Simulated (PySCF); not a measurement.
System: C₃H₅O₂, charge 0, multiplicity 2. It need not be the lowest isomer of its formula. SMILES: C[CH]OC=O
Coordinates optimised at B3LYP-D3(BJ)/def2-TZVP (Ansatz):
```
C
O 1 1.3735
C 2 1.3557 1 119.07
O 3 1.1967 2 125.61 1 1.13
H 1 1.0782 2 116.53 3 -8.06
H 3 1.0955 4 125.86 2 179.98
C 1 1.4741 5 126.00 2 161.96
H 7 1.0897 1 110.02 5 25.96
H 7 1.0939 8 108.52 1 -122.11
H 7 1.0995 8 107.74 9 -115.36
```
Charge 0, spin multiplicity 2.

Dispersion corrections to the total energy (kcal/mol) from the dftd3 and dftd4 libraries through PySCF: D3(BJ) without and D4 with the three-body term, each with the damping fitted for the functional named.

```csv
functional,D3(BJ),D4
LC-wPBE,-3.26,-3.83
r2SCAN,-1.02,-0.90
BLYP,-7.64,-7.93
B2PLYP,-2.75,[?]
PBE,[?],-3.49
TPSSh,-4.12,-4.29
PW6B95,[?],-3.03
```

Question: Complete the blanks.

Answer: 
- B2PLYP, D4: -2.43
- PBE, D3(BJ): -3.69
- PW6B95, D3(BJ): -1.65
